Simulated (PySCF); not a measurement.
B3LYP has the VWN-RPA correlation part, as in Gaussian. 

Cartesian coordinates (Å):
```xyz
17

C      2.0857     0.0090     0.0660
C      0.7423    -0.6389     0.3907
C     -0.4514    -0.0641    -0.3822
C     -0.6986     1.4091    -0.0548
C     -1.7097    -0.8911    -0.1180
H      2.1118     1.0604     0.3563
H      2.9000    -0.4950     0.5899
H      2.2970    -0.0449    -1.0052
H      0.5409    -0.5499     1.4645
H      0.8051    -1.7115     0.1823
H     -0.2178    -0.1375    -1.4519
H     -0.9014     1.5364     1.0127
H     -1.5614     1.7914    -0.6041
H      0.1577     2.0347    -0.3091
H     -1.5587    -1.9395    -0.3841
H     -2.5590    -0.5165    -0.6933
H     -1.9826    -0.8521     0.9405
```
Charge 0, spin multiplicity 1.

What is the computed HOMO, dipole moment and HOMO–LUMO gap (B3LYP-D3(BJ)/def2-TZVP in PySCF)?


| Property | Result |
|---|---|
| HOMO | -8.61 eV |
| dipole moment | 0.10 D |
| HOMO–LUMO gap | 9.48 eV |
